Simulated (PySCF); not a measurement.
Compound: C3H2BrFO.
Atom-mapped SMILES: `[O:1]=[CH:2]/[CH:3]=[C:4](/[F:5])[Br:6]` (hydrogens: H7 on C2; H8 on C3)

The calculation used PBE0-D3(BJ)/def2-SVP geometry optimisation, gas phase in PySCF.

(1) What internal coordinates does the optimisation give?

## Answers

(1) 
| bond | length (Å) | order |
| --- | --- | --- |
| O1=C2 | 1.206 | double |
| C2–C3 | 1.467 | single |
| C3=C4 | 1.339 | double |
| C4–F5 | 1.311 | single |
| C4–Br6 | 1.869 | single |
| C2–H7 | 1.118 | single |
| C3–H8 | 1.094 | single |

Orders are formal, as drawn. A selection of angles:
| angle | degrees |
| --- | --- |
| O1–C2–C3 | 123.1 |
| O1–C2–H7 | 121.5 |
| C3–C2–H7 | 115.4 |
| C2–C3–C4 | 125.0 |
| C2–C3–H8 | 117.6 |
| C4–C3–H8 | 117.4 |
| C3–C4–F5 | 121.9 |
| C3–C4–Br6 | 126.2 |
| F5–C4–Br6 | 111.9 |

Dihedral angles: O1–C2–C3–C4 -179° (antiperiplanar); C2–C3–C4–F5 180° (antiperiplanar).

The 6 heavy atoms lie in one plane (0.003 Å rms). Of the pairs four or more bonds apart, Br6···H7 is among the closest relative to their van der Waals radii: 2.81 Å, 92 % of the sum of Bondi's values. The 2 C–C bonds span 1.339 Å (C3=C4, drawn double) to 1.467 Å (C2–C3, drawn single), a spread of 0.128 Å.

Point group: Cs (every atom within 0.08 Å of its image). Stationary, but not proved a minimum. The numbers are those of one conformer.
